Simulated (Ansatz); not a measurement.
All numbers were calculated with Ansatz.

A structure relaxed at PBE0-D4/def2-TZVP, charge 0, multiplicity 1:

```tsv
atom	x (Å)	y (Å)	z (Å)
F1	0.310	2.344	1.216
C2	0.645	1.068	1.640
C3	-0.093	0.035	0.825
C4	0.255	0.079	-0.659
Si5	-0.698	-1.163	-1.692
H6	0.385	0.996	2.701
H7	1.729	0.961	1.529
H8	-1.169	0.183	0.969
H9	0.144	-0.948	1.246
H10	0.059	1.081	-1.055
H11	1.327	-0.102	-0.802
H12	-2.162	-0.919	-1.574
H13	-0.422	-2.548	-1.218
H14	-0.312	-1.067	-3.125
```

Question: Give its formula and SMILES.

Answer: C3H9FSi, `FCCC[SiH3]`.

Question: Point group (tolerance 0.08 Å, 0.16 Å for H)?

Answer: C1.

Question: Summarise the bond lengths by kind.

Answer: 1 × C–F 1.386 Å; 2 × C–C 1.508 to 1.525 Å; 6 × C–H 1.094 to 1.096 Å; 1 × C–Si 1.876 Å; 3 × H–Si 1.487 to 1.490 Å.
